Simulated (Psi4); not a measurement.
InO (SMILES [O]=[In]), doublet, at a GFN2-xTB geometry (such geometries of metal compounds can be far from the true shape) (all electrons, no relativity); Psi4 with B3LYP/3-21G.

Here is a job for Psi4.
```
memory 2 GB

molecule {
0 2
  In   -0.00000000   -0.00000000   -0.25925627
  O     0.00000000    0.00000000    1.58794468
}

set basis 3-21g
set reference uks
set scf_type pk
set damping_percentage 50

energy('b3lyp')
print_variables()
```

Problem. What does Psi4 print? Leave out banner, timings and long lists.

Solution. 
```
   => Loading Basis Set <=

    Name: 3-21G
    Role: ORBITAL
    Keyword: BASIS

         ---------------------------------------------------------
                                   SCF
               by Justin Turney, Rob Parrish, Andy Simmonett
                          and Daniel G. A. Smith
                              UKS Reference
         ---------------------------------------------------------

  ==> Geometry <==

    Molecular point group: c2v
    Full point group: C_inf_v

    Geometry (in Angstrom), charge = 0, multiplicity = 2:

       Center              X                  Y                   Z               Mass
    ------------   -----------------  -----------------  -----------------  -----------------
         IN           0.000000000000     0.000000000000    -0.225715002515   114.903878776000
         O            0.000000000000     0.000000000000     1.621485947485    15.994914619570

  Running in c2v symmetry.

  Rotational constants: A = ************  B =      0.35187  C =      0.35187 [cm^-1]
  Rotational constants: A = ************  B =  10548.91859  C =  10548.91859 [MHz]
  Nuclear repulsion =  112.298267593809967

  Charge       = 0
  Multiplicity = 2
  Electrons    = 57
  Nalpha       = 29
  Nbeta        = 28

  ==> Algorithm <==

  SCF Algorithm Type is PK.
  DIIS enabled.
  MOM disabled.
  Fractional occupation disabled.
  Guess Type is SAD.
  Energy threshold   = 1.00e-06
  Density threshold  = 1.00e-06
  Integral threshold = 1.00e-12

  ==> Primary Basis <==

  Basis Set: 3-21G
    Blend: 3-21G
    Number of shells: 18
    Number of basis functions: 42
    Number of Cartesian functions: 42
    Spherical Harmonics?: false
    Max angular momentum: 2

  ==> DFT Potential <==

   => LibXC <=

    Version 7.1.2
    S. Lehtola, C. Steigemann, M. J. T. Oliveira, and M. A. L. Marques,  SoftwareX 7, 1–5 (2018) (10.1016/j.softx.2017.11.002)

   => Composite Functional: B3LYP <=

    B3LYP Hyb-GGA Exchange-Correlation Functional

    P. J. Stephens, F. J. Devlin, C. F. Chabalowski, and M. J. Frisch,  J. Phys. Chem. 98, 11623 (1994) (10.1021/j100096a001)

    Deriv               =              1
    GGA                 =           TRUE
    Meta                =          FALSE

    Exchange Hybrid     =           TRUE
    MP2 Hybrid          =          FALSE

   => Exchange Functionals <=

    0.0800   Slater exchange
    0.7200         Becke 88

   => Exact (HF) Exchange <=

    0.2000               HF

   => Correlation Functionals <=

    0.1900   Vosko, Wilk & Nusair (VWN5_RPA)
    0.8100   Lee, Yang & Parr

   => LibXC Density Thresholds  <==

    XC_HYB_GGA_XC_B3LYP:  1.00E-15

   => Molecular Quadrature <=

    Radial Scheme          =       TREUTLER
    Pruning Scheme         =           NONE
    Nuclear Scheme         =       TREUTLER

    Blocking Scheme        =         OCTREE
    BS radius alpha        =              1
    Pruning alpha          =              1
    Radial Points          =             75
    Spherical Points       =            302
    Total Points           =          42647
    Total Blocks           =            400
    Max Points             =            256
    Max Functions          =             42
    Weights Tolerance      =       1.00E-15

  ==> Integral Setup <==

  Using in-core PK algorithm.
   Calculation information:
      Number of atoms:                   2
      Number of AO shells:              18
      Number of primitives:             42
      Number of atomic orbitals:        42
      Number of basis functions:        42

      Integral cutoff                 1.00e-12
      Number of threads:                 1

  Performing in-core PK
  Using 816312 doubles for integral storage.
  We computed 13601 shell quartets total.
  Whereas there are 14706 unique shell quartets.

  ==> DiskJK: Disk-Based J/K Matrices <==

    J tasked:                  Yes
    K tasked:                  Yes
    wK tasked:                  No
    Schwarz Cutoff:          1E-12

  Minimum eigenvalue in the overlap matrix is 1.2736364601E-03.
  Reciprocal condition number of the overlap matrix is 3.2131865158E-04.
    Using symmetric orthogonalization.

  ==> Pre-Iterations <==

  SCF Guess: Superposition of Atomic Densities via on-the-fly atomic UHF (no occupation information).

   -------------------------
    Irrep   Nso     Nmo
   -------------------------
     A1        22      22
     A2         2       2
     B1         9       9
     B2         9       9
   -------------------------
    Total      42      42
   -------------------------

  ==> Iterations <==

                        Total Energy        Delta E     RMS |[F,P]|

   @UKS iter SAD: -5788.11759213726054   -5.78812e+03   0.00000e+00
    Occupation by irrep:
             A1    A2    B1    B2
    DOCC [    14,    2,    6,    6 ]
    SOCC [     1,    0,    0,    0 ]
    NA   [    15,    2,    6,    6 ]
    NB   [    14,    2,    6,    6 ]

   @UKS iter   1: -5792.06971233368404   -3.95212e+00   2.88910e-02 DIIS/ADIIS
   @UKS iter   2: -5792.12830337885498   -5.85910e-02   2.24587e-02 DIIS/ADIIS/DAMP=50%
   @UKS iter   3: -5792.00675088129537    1.21552e-01   6.16647e-02 DIIS/ADIIS/DAMP=50%
   @UKS iter   4: -5790.61672980407639    1.39002e+00   6.14248e-03 DIIS/ADIIS/DAMP=50%
   @UKS iter   5: -5791.89931350409915   -1.28258e+00   3.95805e-03 DIIS/ADIIS/DAMP=50%
   @UKS iter   6: -5791.88055456628263    1.87589e-02   3.74599e-03 DIIS/ADIIS/DAMP=50%
   @UKS iter   7: -5792.13970853473347   -2.59154e-01   2.63239e-03 DIIS/ADIIS/DAMP=50%
   @UKS iter   8: -5792.24343324885103   -1.03725e-01   2.24800e-03 DIIS/ADIIS/DAMP=50%
   @UKS iter   9: -5792.28667465983199   -4.32414e-02   2.27346e-03 DIIS/ADIIS/DAMP=50%
   @UKS iter  10: -5792.33015852414974   -4.34839e-02   2.22412e-03 DIIS/ADIIS/DAMP=50%
   @UKS iter  11: -5792.33700123007657   -6.84271e-03   2.00098e-03 DIIS/ADIIS/DAMP=50%
   @UKS iter  12: -5792.34664078872265   -9.63956e-03   1.20495e-03 DIIS/ADIIS/DAMP=50%
[...]
   @UKS iter  47: -5792.35915588096850   -5.12621e-04   2.61869e-04 DIIS/ADIIS/DAMP=50%
   @UKS iter  48: -5792.36740431279213   -8.24843e-03   6.18297e-04 DIIS/ADIIS/DAMP=50%
   @UKS iter  49: -5792.36086861257718    6.53570e-03   4.64212e-04 DIIS/ADIIS/DAMP=50%
   @UKS iter  50: -5792.36002260883015    8.46004e-04   4.01376e-04 DIIS/ADIIS/DAMP=50%
   @UKS iter  51: -5792.35711044320851    2.91217e-03   1.58785e-04 DIIS/ADIIS/DAMP=50%
   @UKS iter  52: -5792.35801255694605   -9.02114e-04   9.17454e-05 DIIS/DAMP=50%
   @UKS iter  53: -5792.35913094354783   -1.11839e-03   7.72273e-05 DIIS/DAMP=50%
   @UKS iter  54: -5792.35859339158378    5.37552e-04   7.32447e-05 DIIS/DAMP=50%
   @UKS iter  55: -5792.35978871744464   -1.19533e-03   1.21247e-04 DIIS/ADIIS/DAMP=50%
   @UKS iter  56: -5792.36108495049939   -1.29623e-03   9.79909e-05 DIIS/DAMP=50%
   @UKS iter  57: -5792.36200377912519   -9.18829e-04   9.35491e-05 DIIS/DAMP=50%
   @UKS iter  58: -5792.36133098430309    6.72795e-04   5.69852e-05 DIIS/DAMP=50%
   @UKS iter  59: -5792.36198796578901   -6.56981e-04   4.50910e-05 DIIS/DAMP=50%
   @UKS iter  60: -5792.36175536410065    2.32602e-04   4.45151e-05 DIIS/DAMP=50%
   @UKS iter  61: -5792.36123767844765    5.17686e-04   4.62789e-05 DIIS/DAMP=50%
   @UKS iter  62: -5792.36103164382803    2.06035e-04   4.27246e-05 DIIS/DAMP=50%
   @UKS iter  63: -5792.36128806491433   -2.56421e-04   4.40780e-05 DIIS/DAMP=50%
   @UKS iter  64: -5792.36098670137198    3.01364e-04   3.50552e-05 DIIS/DAMP=50%
   @UKS iter  65: -5792.36094838427016    3.83171e-05   2.62904e-05 DIIS/DAMP=50%
   @UKS iter  66: -5792.36087827556639    7.01087e-05   1.98285e-05 DIIS/DAMP=50%
   @UKS iter  67: -5792.36105061135731   -1.72336e-04   1.40698e-05 DIIS/DAMP=50%
   @UKS iter  68: -5792.36126628638976   -2.15675e-04   1.01325e-05 DIIS/DAMP=50%
   @UKS iter  69: -5792.36125555496437    1.07314e-05   1.14052e-05 DIIS/DAMP=50%
   @UKS iter  70: -5792.36127439735537   -1.88424e-05   1.14308e-05 DIIS/DAMP=50%
   @UKS iter  71: -5792.36128361254396   -9.21519e-06   1.12479e-05 DIIS/DAMP=50%
   @UKS iter  72: -5792.36121910871861    6.45038e-05   1.28827e-05 DIIS/DAMP=50%
   @UKS iter  73: -5792.36126297256851   -4.38638e-05   1.22409e-05 DIIS/DAMP=50%
   @UKS iter  74: -5792.36117119564187    9.17769e-05   1.65232e-05 DIIS/DAMP=50%
   @UKS iter  75: -5792.36136757708027   -1.96381e-04   1.03996e-05 DIIS/DAMP=50%
   @UKS iter  76: -5792.36130966058590    5.79165e-05   1.12320e-05 DIIS/DAMP=50%
   @UKS iter  77: -5792.36132552803429   -1.58674e-05   1.18389e-05 DIIS/DAMP=50%
   @UKS iter  78: -5792.36121661969446    1.08908e-04   1.39709e-05 DIIS/DAMP=50%
   @UKS iter  79: -5792.36129024575894   -7.36261e-05   1.03143e-05 DIIS/DAMP=50%
   @UKS iter  80: -5792.36125115383766    3.90919e-05   1.76811e-05 DIIS/DAMP=50%
   @UKS iter  81: -5792.36122907510344    2.20787e-05   2.84993e-05 DIIS/DAMP=50%
   @UKS iter  82: -5792.36140911874645   -1.80044e-04   3.11937e-05 DIIS/DAMP=50%
   @UKS iter  83: -5792.36133783468904    7.12841e-05   2.97372e-05 DIIS/DAMP=50%
   @UKS iter  84: -5792.36127004834816    6.77863e-05   2.83072e-05 DIIS/DAMP=50%
   @UKS iter  85: -5792.36132413514133   -5.40868e-05   2.54952e-05 DIIS/DAMP=50%
   @UKS iter  86: -5792.36117263338929    1.51502e-04   2.60076e-05 DIIS/DAMP=50%
   @UKS iter  87: -5792.36118406382684   -1.14304e-05   2.11546e-05 DIIS/DAMP=50%
   @UKS iter  88: -5792.36124378959266   -5.97258e-05   1.42670e-05 DIIS/DAMP=50%
   @UKS iter  89: -5792.36127585973463   -3.20701e-05   1.29057e-05 DIIS/DAMP=50%
   @UKS iter  90: -5792.36128187158010   -6.01185e-06   1.25825e-05 DIIS/DAMP=50%
   @UKS iter  91: -5792.36129442378387   -1.25522e-05   1.26041e-05 DIIS/DAMP=50%
   @UKS iter  92: -5792.36126669987789    2.77239e-05   1.21742e-05 DIIS/DAMP=50%
   @UKS iter  93: -5792.36127563218542   -8.93231e-06   8.73326e-06 DIIS/DAMP=50%
   @UKS iter  94: -5792.36129244534641   -1.68132e-05   8.28677e-06 DIIS/DAMP=50%
   @UKS iter  95: -5792.36129611601791   -3.67067e-06   9.28615e-06 DIIS/DAMP=50%
   @UKS iter  96: -5792.36122540468114    7.07113e-05   6.62457e-06 DIIS/DAMP=50%
   @UKS iter  97: -5792.36123436396520   -8.95928e-06   1.79872e-05 DIIS/DAMP=50%
   @UKS iter  98: -5792.36126115241404   -2.67884e-05   2.34988e-05 DIIS/DAMP=50%
   @UKS iter  99: -5792.36127231212504   -1.11597e-05   2.67238e-05 DIIS/DAMP=50%
   @UKS iter 100: -5792.36127152838162    7.83743e-07   2.71032e-05 DIIS/DAMP=50%

PsiException: Could not converge SCF iterations in 100 iterations.

  Failed to converge.

Traceback (most recent call last):
  File "psi4", line 375, in <module>
  File "<string>", line 25, in <module>
  File "site-packages/psi4/driver/driver.py", line 533, in energy
  File "site-packages/psi4/driver/procrouting/proc.py", line 2760, in run_scf
  File "site-packages/psi4/driver/procrouting/proc.py", line 2047, in scf_helper
  File "site-packages/psi4/driver/procrouting/scf_proc/scf_iterator.py", line 93, in scf_compute_energy
  File "site-packages/psi4/driver/procrouting/scf_proc/scf_iterator.py", line 86, in scf_compute_energy
  File "site-packages/psi4/driver/procrouting/scf_proc/scf_iterator.py", line 609, in scf_iterate

psi4.driver.p4util.exceptions.SCFConvergenceError: Could not converge SCF iterations in 100 iterations.

Printing out the relevant lines from the Psithon --> Python processed input file:
    core.IO.set_default_namespace("")
    core.set_global_option("BASIS", "3-21g")
    core.set_global_option("REFERENCE", "uks")
    core.set_global_option("SCF_TYPE", "pk")
    core.set_global_option("DAMPING_PERCENTAGE", 50)
--> energy('b3lyp')
    print_variables()

!-------------------------------------------------------!
!                                                       !
!  Could not converge SCF iterations in 100 iterations. !
!                                                       !
!-------------------------------------------------------!
```

Convergence was not reached.
